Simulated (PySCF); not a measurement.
Coordinates in bohr (charge 0 multiplicity 1):
```
Y     0.0000    0.0000   -0.0213
H     3.6765    0.0000    0.6266
H    -1.8383    3.1839    0.6266
H    -1.8382   -3.1840    0.6266
```

Method: PBE0/[Y x2c-TZVPall, H x2c-TZVPall], spin-free X2C, density fitting, no spin–orbit coupling, PySCF.

This geometry of YH3 is a stationary point at this level.

Task: What is the point group?

Result: C3v.

Task: Is it a minimum?

Result: Yes: all harmonic wavenumbers are real.

Task: List the harmonic modes with their infrared intensities.

Result: 
```json
{"symmetry": "a1", "ω (cm⁻¹)": "190", "IR (km/mol, summed over degenerate members)": "792"}
{"symmetry": "e", "ω (cm⁻¹)": "568", "IR (km/mol, summed over degenerate members)": "238"}
{"symmetry": "e", "ω (cm⁻¹)": "1451", "IR (km/mol, summed over degenerate members)": "1685"}
{"symmetry": "a1", "ω (cm⁻¹)": "1523", "IR (km/mol, summed over degenerate members)": "20.7"}
```

Task: What are the dipole moment and the gap between the highest occupied and lowest empty levels?

Result: 2.72 D and 4.96 eV.

Task: Give the ideal-gas entropy at 298.15 K and 1 bar by parts.

Result: translation 165.2, rotation 64.5, vibration 13.7, spin 0.0; total 243.5 J/(mol K).

In C3v the vibrations span 2a1 + 2e.

Stability towards spin polarisation was not tested. Other isomers or separated fragments may lie lower.
